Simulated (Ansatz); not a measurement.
Relaxation of the cluster Si5O6 with RKS PBE-D4/def2-SVP.

```sh
$ ansatz run in.yaml --threads 4 --pin off --events-out ev --progress --plain --max-ram 6963MiB
```

```yaml
crystal:
  periodic: [false, false, false]
  atoms:
    - {symbol: Si, position_ang: [-1.679710, 2.543680, 0.069550]}
    - {symbol: Si, position_ang: [-3.005900, -0.498020, -0.096600]}
    - {symbol: Si, position_ang: [1.514950, 1.610120, 0.021610]}
    - {symbol: Si, position_ang: [1.667750, -0.728780, -0.025380]}
    - {symbol: Si, position_ang: [-0.150910, -2.206910, 0.015660]}
    - {symbol: O, position_ang: [-0.010560, -3.717100, 0.086010]}
    - {symbol: O, position_ang: [-1.585660, -1.426150, -0.046360]}
    - {symbol: O, position_ang: [-0.033750, 2.133290, 0.049790]}
    - {symbol: O, position_ang: [2.718460, 2.535900, 0.021060]}
    - {symbol: O, position_ang: [-2.494560, 1.088640, -0.010880]}
    - {symbol: O, position_ang: [3.059900, -1.334670, -0.084470]}
basis:
  gaussian: {orbitals: def2-SVP}
hamiltonian: {xc: pbe, dispersion: d4}
scf: {lower_state_search: "off"}
output: {orbitals: {seedname: orbitals}}
relax: {f_tol: 0.03, max_steps: 70}
```

Run time 2.2 min (4 threads of Arm Neoverse V2 on a shared host).

Positions (Å) and forces (eV/Å) at steps 1, 2, 3, 4, 5, 6, 7, 8, 9, 10, 11, 13, 14, 16, 17, 19, 20, 21, 22, 25, 28, 29, 30, 31, 32, 34 of 63:

```xyz
11
step=1 energy=-51621.5186 eV
Si   -1.680    2.544    0.070   -0.019    0.993    0.061
Si   -3.006   -0.498   -0.097   -0.729   -0.671   -0.075
Si    1.515    1.610    0.022   -0.847   -0.624   -0.003
Si    1.668   -0.729   -0.025   -1.579    0.690    0.077
Si   -0.151   -2.207    0.016   -0.113    1.048   -0.050
O    -0.011   -3.717    0.086    0.366   -1.718    0.091
O    -1.586   -1.426   -0.046   -0.292    0.696   -0.007
O    -0.034    2.133    0.050   -0.697   -0.267   -0.006
O     2.718    2.536    0.021    1.512    0.896   -0.004
O    -2.495    1.089   -0.011    0.324   -0.140    0.008
O     3.060   -1.335   -0.084    2.074   -0.903   -0.092
11
step=2 energy=-51621.6627 eV
Si   -1.708    2.564    0.129   -0.037    0.515    0.063
Si   -3.039   -0.493   -0.160   -0.389   -0.316   -0.073
Si    1.493    1.603    0.004   -0.319   -0.230    0.040
Si    1.732   -0.757   -0.035   -0.898    0.389    0.009
Si   -0.160   -2.186    0.017   -0.028    0.342   -0.017
O     0.000   -3.707    0.144    0.192   -0.783    0.070
O    -1.603   -1.400   -0.075   -0.021    0.464   -0.009
O    -0.065    2.128    0.069   -0.341   -0.312   -0.027
O     2.721    2.522    0.004    0.753    0.420   -0.026
O    -2.514    1.096   -0.003    0.191   -0.098    0.006
O     3.142   -1.372   -0.095    0.897   -0.390   -0.035
11
step=3 energy=-51621.7174 eV
Si   -1.720    2.567    0.299   -0.066   -0.215   -0.012
Si   -3.044   -0.487   -0.351    0.197    0.235    0.054
Si    1.496    1.618    0.016    0.280    0.421   -0.107
Si    1.739   -0.761   -0.034   -0.023    0.009    0.023
Si   -0.170   -2.198    0.045   -0.151   -0.330    0.026
O    -0.015   -3.731    0.269    0.008    0.329   -0.027
O    -1.600   -1.380   -0.153    0.166    0.133    0.010
O    -0.081    2.112    0.154    0.027   -0.238    0.007
O     2.736    2.551   -0.132   -0.338   -0.315    0.058
O    -2.509    1.091    0.000    0.002   -0.072   -0.031
O     3.168   -1.383   -0.112   -0.102    0.044   -0.001
11
step=4 energy=-51621.7595 eV
Si   -1.719    2.501    0.488    0.000   -0.225   -0.041
Si   -2.993   -0.451   -0.530    0.146    0.125    0.038
Si    1.484    1.617   -0.026   -0.013   -0.077    0.015
Si    1.734   -0.759   -0.038   -0.010    0.026   -0.008
Si   -0.177   -2.183    0.073    0.030   -0.041    0.009
O    -0.040   -3.694    0.396   -0.060    0.068    0.002
O    -1.555   -1.315   -0.221    0.075   -0.045   -0.001
O    -0.098    2.033    0.222    0.047   -0.024   -0.006
O     2.709    2.542   -0.232   -0.030    0.064   -0.017
O    -2.508    1.086   -0.010   -0.157    0.131    0.008
O     3.163   -1.377   -0.121   -0.027    0.000    0.002
11
step=5 energy=-51621.7953 eV
Si   -1.710    2.428    0.646    0.010   -0.378   -0.160
Si   -2.933   -0.409   -0.679    0.228    0.180    0.116
Si    1.476    1.596   -0.049   -0.086   -0.035    0.036
Si    1.767   -0.773   -0.037   -0.053    0.024   -0.001
Si   -0.168   -2.161    0.098   -0.029   -0.009   -0.012
O    -0.109   -3.659    0.494   -0.051    0.082    0.000
O    -1.492   -1.240   -0.276    0.057   -0.081   -0.010
O    -0.112    1.932    0.283    0.074    0.014    0.011
O     2.638    2.578   -0.341   -0.038    0.044   -0.018
O    -2.550    1.106   -0.020   -0.152    0.176    0.040
O     3.192   -1.398   -0.120    0.041   -0.017   -0.002
11
step=6 energy=-51621.8205 eV
Si   -1.703    2.389    0.691   -0.016   -0.307   -0.146
Si   -2.902   -0.387   -0.713    0.144    0.130    0.074
Si    1.475    1.572   -0.042   -0.114    0.021   -0.017
Si    1.802   -0.790   -0.043   -0.031    0.000   -0.011
Si   -0.151   -2.150    0.075   -0.082    0.065    0.083
O    -0.155   -3.627    0.545   -0.029    0.033   -0.037
O    -1.443   -1.179   -0.293    0.056   -0.027   -0.027
O    -0.123    1.851    0.300    0.047   -0.017    0.015
O     2.586    2.597   -0.383   -0.039    0.011    0.009
O    -2.612    1.137   -0.023    0.017    0.107    0.061
O     3.227   -1.413   -0.115    0.047   -0.015   -0.002
11
step=7 energy=-51621.8427 eV
Si   -1.695    2.323    0.761    0.012   -0.058   -0.004
Si   -2.851   -0.349   -0.785    0.061    0.047    0.014
Si    1.462    1.550   -0.059    0.009    0.014   -0.020
Si    1.836   -0.806   -0.039   -0.022    0.021    0.006
Si   -0.147   -2.121    0.104    0.006   -0.024    0.019
O    -0.221   -3.590    0.589   -0.009    0.007    0.008
O    -1.391   -1.124   -0.335   -0.031    0.065   -0.015
O    -0.128    1.773    0.341   -0.051   -0.037    0.006
O     2.513    2.622   -0.443   -0.008    0.004   -0.008
O    -2.641    1.151   -0.019    0.033   -0.034   -0.005
O     3.263   -1.428   -0.115    0.002   -0.006   -0.001
11
step=8 energy=-51621.8499 eV
Si   -1.678    2.204    0.916   -0.051   -0.166   -0.116
Si   -2.761   -0.285   -0.935    0.117    0.251    0.202
Si    1.447    1.542   -0.092   -0.015    0.127    0.002
Si    1.853   -0.810   -0.050    0.052   -0.085   -0.024
Si   -0.146   -2.103    0.106   -0.078   -0.249    0.251
O    -0.316   -3.522    0.726    0.047    0.392   -0.209
O    -1.326   -1.067   -0.422   -0.049   -0.101   -0.070
O    -0.126    1.679    0.412    0.116    0.055    0.001
O     2.415    2.670   -0.542   -0.118   -0.151    0.036
O    -2.634    1.143   -0.007   -0.010   -0.114   -0.074
O     3.272   -1.452   -0.112   -0.010    0.041    0.001
11
step=9 energy=-51621.8558 eV
Si   -1.685    2.179    0.947   -0.004   -0.095   -0.066
Si   -2.734   -0.257   -0.979    0.084    0.143    0.128
Si    1.447    1.532   -0.058    0.051    0.115   -0.194
Si    1.857   -0.819   -0.021    0.120    0.078    0.023
Si   -0.157   -2.086    0.147   -0.080   -0.106   -0.021
O    -0.334   -3.521    0.712    0.019    0.159   -0.028
O    -1.326   -1.066   -0.437    0.051   -0.122   -0.008
O    -0.121    1.677    0.456    0.039    0.065    0.062
O     2.383    2.638   -0.621   -0.156   -0.175    0.137
O    -2.621    1.142   -0.018   -0.031   -0.028   -0.045
O     3.292   -1.418   -0.128   -0.093   -0.033    0.010
11
step=10 energy=-51621.8702 eV
Si   -1.681    2.052    1.093   -0.019    0.030    0.019
Si   -2.644   -0.172   -1.106   -0.033   -0.019   -0.022
Si    1.418    1.545   -0.107   -0.039   -0.035   -0.005
Si    1.833   -0.804   -0.031   -0.022    0.010   -0.001
Si   -0.174   -2.081    0.142   -0.004    0.058    0.004
O    -0.347   -3.460    0.824   -0.021    0.017   -0.009
O    -1.339   -1.123   -0.544    0.050   -0.009    0.007
O    -0.095    1.726    0.543    0.044   -0.036   -0.006
O     2.340    2.633   -0.711   -0.023    0.008    0.006
O    -2.569    1.115   -0.006    0.037   -0.009    0.006
O     3.257   -1.430   -0.098    0.030   -0.014    0.001
11
step=11 energy=-51621.8681 eV rejected
Si   -1.682    2.047    1.101   -0.034    0.065    0.082
Si   -2.649   -0.171   -1.108   -0.029   -0.055   -0.066
Si    1.404    1.521   -0.104    0.022    0.048    0.012
Si    1.883   -0.817   -0.028   -0.110    0.042    0.006
Si   -0.158   -2.043    0.138   -0.156   -0.072   -0.050
O    -0.404   -3.404    0.836    0.080   -0.030    0.067
O    -1.319   -1.117   -0.600    0.133    0.115    0.000
O    -0.085    1.698    0.598    0.025   -0.135   -0.013
O     2.267    2.634   -0.747    0.045    0.013   -0.045
O    -2.560    1.108    0.000    0.048   -0.013    0.004
O     3.302   -1.456   -0.087   -0.025    0.022    0.003
11
step=13 energy=-51621.8790 eV
Si   -1.674    1.997    1.154   -0.005   -0.043   -0.059
Si   -2.610   -0.139   -1.159    0.025    0.034    0.065
Si    1.397    1.521   -0.116    0.000    0.135   -0.019
Si    1.866   -0.815   -0.031   -0.005    0.001   -0.003
Si   -0.171   -2.042    0.140   -0.125   -0.116    0.046
O    -0.425   -3.377    0.891    0.037    0.187   -0.091
O    -1.287   -1.096   -0.646    0.088   -0.043    0.025
O    -0.075    1.656    0.642    0.105   -0.020   -0.037
O     2.229    2.644   -0.793   -0.117   -0.136    0.077
O    -2.538    1.100    0.001    0.019   -0.012   -0.004
O     3.289   -1.449   -0.083   -0.021    0.012    0.002
11
step=14 energy=-51621.8723 eV rejected
Si   -1.661    2.004    1.127    0.153    0.064    0.133
Si   -2.617   -0.150   -1.132    0.043   -0.111   -0.104
Si    1.392    1.488   -0.098    0.136    0.297   -0.216
Si    1.912   -0.837   -0.030    0.064    0.012    0.005
Si   -0.158   -2.006    0.132   -0.126   -0.205    0.102
O    -0.513   -3.304    0.910    0.092    0.252   -0.130
O    -1.202   -1.018   -0.701   -0.001   -0.085   -0.008
O    -0.066    1.525    0.695    0.002    0.091    0.021
O     2.112    2.664   -0.825   -0.200   -0.346    0.219
O    -2.537    1.099    0.004   -0.107    0.026   -0.023
O     3.337   -1.465   -0.081   -0.057    0.004    0.002
11
step=16 energy=-51621.8863 eV
Si   -1.657    1.935    1.204   -0.002   -0.016   -0.011
Si   -2.569   -0.110   -1.200    0.013    0.015    0.017
Si    1.378    1.501   -0.120    0.002    0.006    0.001
Si    1.882   -0.825   -0.029    0.018    0.009   -0.019
Si   -0.176   -2.011    0.134   -0.020   -0.015    0.029
O    -0.506   -3.283    0.956    0.007    0.038   -0.023
O    -1.225   -1.070   -0.742    0.008   -0.020   -0.010
O    -0.048    1.589    0.724   -0.001    0.013    0.009
O     2.115    2.646   -0.859   -0.017   -0.020    0.005
O    -2.500    1.078    0.008   -0.006    0.000   -0.004
O     3.307   -1.451   -0.075   -0.003   -0.011    0.005
11
step=17 energy=-51621.8846 eV rejected
Si   -1.660    1.895    1.240   -0.036   -0.027   -0.024
Si   -2.535   -0.090   -1.231    0.028    0.002    0.004
Si    1.356    1.488   -0.109    0.067    0.182   -0.108
Si    1.915   -0.826   -0.040   -0.041   -0.126    0.073
Si   -0.167   -1.969    0.137   -0.029   -0.101    0.022
O    -0.549   -3.206    0.994    0.028    0.137   -0.072
O    -1.173   -1.042   -0.807   -0.018   -0.020    0.024
O    -0.042    1.550    0.787    0.108   -0.023   -0.029
O     2.019    2.640   -0.912   -0.088   -0.139    0.106
O    -2.482    1.065    0.011    0.007    0.014    0.023
O     3.317   -1.504   -0.070   -0.025    0.100   -0.021
11
step=19 energy=-51621.8885 eV
Si   -1.652    1.881    1.246   -0.017   -0.018   -0.016
Si   -2.530   -0.085   -1.237    0.007    0.006    0.001
Si    1.360    1.490   -0.122    0.011    0.053   -0.005
Si    1.899   -0.827   -0.034   -0.002   -0.060   -0.010
Si   -0.174   -1.985    0.132   -0.020    0.003    0.051
O    -0.557   -3.203    1.010    0.013    0.047   -0.045
O    -1.183   -1.056   -0.806   -0.010   -0.018   -0.001
O    -0.035    1.548    0.778    0.039    0.006   -0.011
O     2.034    2.649   -0.901   -0.031   -0.051    0.026
O    -2.477    1.063    0.011    0.007   -0.002    0.010
O     3.314   -1.476   -0.077    0.000    0.034    0.001
11
step=20 energy=-51621.8893 eV
Si   -1.648    1.857    1.263   -0.020   -0.019   -0.018
Si   -2.515   -0.073   -1.254    0.014    0.016    0.015
Si    1.354    1.481   -0.120    0.026    0.073   -0.040
Si    1.907   -0.833   -0.035    0.002   -0.019    0.000
Si   -0.178   -1.969    0.136   -0.031   -0.041    0.038
O    -0.583   -3.171    1.029    0.018    0.081   -0.060
O    -1.165   -1.045   -0.832    0.007   -0.041    0.017
O    -0.028    1.527    0.802    0.040    0.011   -0.012
O     1.998    2.642   -0.921   -0.049   -0.077    0.055
O    -2.467    1.056    0.011    0.003    0.002    0.006
O     3.326   -1.472   -0.079   -0.010    0.013   -0.001
11
step=21 energy=-51621.8896 eV
Si   -1.647    1.846    1.270   -0.019   -0.015   -0.015
Si   -2.507   -0.068   -1.262    0.012    0.017    0.015
Si    1.353    1.479   -0.118    0.011    0.061   -0.045
Si    1.908   -0.835   -0.037    0.011   -0.007    0.003
Si   -0.179   -1.966    0.137   -0.037   -0.033    0.036
O    -0.595   -3.156    1.039    0.022    0.074   -0.057
O    -1.159   -1.044   -0.841    0.009   -0.041    0.016
O    -0.025    1.520    0.811    0.035    0.011   -0.009
O     1.984    2.641   -0.928   -0.039   -0.070    0.055
O    -2.462    1.053    0.011    0.007   -0.001    0.004
O     3.329   -1.469   -0.081   -0.010    0.004   -0.001
11
step=22 energy=-51621.8900 eV
Si   -1.646    1.826    1.281   -0.016   -0.013   -0.015
Si   -2.494   -0.060   -1.275    0.009    0.019    0.018
Si    1.348    1.473   -0.118   -0.001    0.041   -0.031
Si    1.913   -0.838   -0.039    0.005    0.008    0.002
Si   -0.180   -1.956    0.138   -0.040   -0.035    0.034
O    -0.612   -3.129    1.057    0.023    0.060   -0.048
O    -1.149   -1.040   -0.855    0.014   -0.036    0.009
O    -0.022    1.507    0.823    0.028    0.006   -0.004
O     1.962    2.638   -0.936   -0.022   -0.044    0.036
O    -2.456    1.048    0.010    0.007   -0.002    0.001
O     3.335   -1.470   -0.087   -0.008   -0.004   -0.001
11
step=25 energy=-51621.8907 eV
Si   -1.644    1.768    1.307   -0.007   -0.003   -0.011
Si   -2.456   -0.043   -1.314   -0.003    0.016    0.015
Si    1.338    1.466   -0.116   -0.014   -0.029    0.022
Si    1.919   -0.841   -0.056   -0.008    0.000    0.011
Si   -0.185   -1.930    0.152   -0.013   -0.022    0.027
O    -0.654   -3.044    1.123    0.016    0.032   -0.029
O    -1.126   -1.046   -0.898   -0.006   -0.015   -0.005
O    -0.011    1.474    0.856   -0.008   -0.006   -0.003
O     1.918    2.647   -0.933    0.019    0.034   -0.022
O    -2.436    1.029    0.002    0.019   -0.008    0.001
O     3.336   -1.481   -0.122    0.004   -0.001   -0.005
11
step=28 energy=-51621.8916 eV
Si   -1.652    1.721    1.306    0.015    0.011    0.012
Si   -2.442   -0.057   -1.353    0.011   -0.014   -0.005
Si    1.346    1.471   -0.092    0.032    0.034   -0.006
Si    1.913   -0.842   -0.089    0.044   -0.024    0.001
Si   -0.198   -1.902    0.173   -0.026    0.000    0.004
O    -0.675   -2.934    1.227    0.009    0.046   -0.048
O    -1.131   -1.088   -0.944    0.013   -0.034    0.038
O    -0.008    1.448    0.875   -0.024   -0.015   -0.024
O     1.937    2.678   -0.864   -0.020   -0.030    0.020
O    -2.413    0.996   -0.023   -0.001    0.003    0.007
O     3.324   -1.491   -0.214   -0.052    0.022    0.001
11
step=29 energy=-51621.8922 eV
Si   -1.659    1.714    1.291    0.013    0.012    0.017
Si   -2.453   -0.078   -1.362    0.020   -0.021   -0.009
Si    1.358    1.476   -0.075    0.061    0.130   -0.046
Si    1.911   -0.841   -0.106    0.051   -0.031   -0.007
Si   -0.202   -1.890    0.181   -0.061   -0.015    0.024
O    -0.672   -2.888    1.271    0.025    0.074   -0.080
O    -1.145   -1.114   -0.955    0.034   -0.046    0.050
O    -0.014    1.441    0.868    0.015   -0.020   -0.042
O     1.971    2.697   -0.810   -0.069   -0.126    0.078
O    -2.410    0.981   -0.038   -0.024    0.011    0.011
O     3.315   -1.498   -0.265   -0.064    0.031    0.005
11
step=30 energy=-51621.8930 eV
Si   -1.662    1.702    1.282    0.005    0.014    0.020
Si   -2.458   -0.092   -1.371    0.020   -0.015   -0.003
Si    1.369    1.478   -0.062    0.052    0.140   -0.056
Si    1.909   -0.842   -0.126    0.065   -0.013    0.007
Si   -0.206   -1.878    0.190   -0.093   -0.055    0.056
O    -0.677   -2.846    1.309    0.049    0.114   -0.123
O    -1.152   -1.131   -0.963    0.045   -0.053    0.052
O    -0.017    1.427    0.860    0.025   -0.023   -0.049
O     1.993    2.713   -0.767   -0.075   -0.143    0.086
O    -2.411    0.968   -0.048   -0.025    0.014    0.011
O     3.311   -1.499   -0.304   -0.068    0.020    0.000
11
step=31 energy=-51621.8899 eV rejected
Si   -1.675    1.659    1.255   -0.030    0.009    0.013
Si   -2.470   -0.133   -1.400    0.015   -0.002    0.011
Si    1.393    1.481   -0.035    0.131    0.362   -0.025
Si    1.918   -0.843   -0.159    0.156   -0.110   -0.109
Si   -0.209   -1.833    0.211   -0.297   -0.265    0.436
O    -0.680   -2.692    1.429    0.197    0.381   -0.541
O    -1.170   -1.177   -0.991    0.125   -0.102    0.110
O    -0.031    1.375    0.830    0.130   -0.023   -0.129
O     2.055    2.761   -0.626   -0.206   -0.378    0.154
O    -2.422    0.931   -0.079   -0.024    0.014    0.018
O     3.292   -1.529   -0.436   -0.196    0.113    0.061
11
step=32 energy=-51621.8910 eV rejected
Si   -1.660    1.673    1.276    0.002   -0.014   -0.060
Si   -2.458   -0.101   -1.366   -0.088    0.059   -0.038
Si    1.390    1.474   -0.065   -0.193   -0.276    0.253
Si    1.936   -0.839   -0.109   -0.125   -0.008   -0.093
Si   -0.194   -1.834    0.193    0.109   -0.027    0.143
O    -0.679   -2.762    1.333   -0.019   -0.076    0.099
O    -1.140   -1.122   -0.967   -0.082    0.106   -0.154
O    -0.033    1.356    0.796    0.013    0.007   -0.030
O     1.997    2.733   -0.714    0.156    0.317   -0.167
O    -2.464    0.959   -0.036    0.077   -0.052    0.033
O     3.304   -1.538   -0.339    0.152   -0.035    0.012
11
step=34 energy=-51621.8997 eV
Si   -1.662    1.662    1.264   -0.010    0.002   -0.020
Si   -2.472   -0.116   -1.381   -0.025    0.029    0.002
Si    1.402    1.474   -0.047   -0.067   -0.029    0.059
Si    1.927   -0.846   -0.147    0.006    0.028   -0.034
Si   -0.207   -1.824    0.204   -0.030   -0.066    0.093
O    -0.681   -2.717    1.380    0.032    0.059   -0.048
O    -1.160   -1.147   -0.981    0.013    0.001   -0.028
O    -0.031    1.349    0.798    0.036   -0.001   -0.047
O     2.028    2.747   -0.667    0.009    0.021    0.001
O    -2.452    0.940   -0.050    0.026   -0.018    0.017
O     3.309   -1.522   -0.373    0.010   -0.025    0.004
```

The structure comes from a short search, and lower isomers may exist.
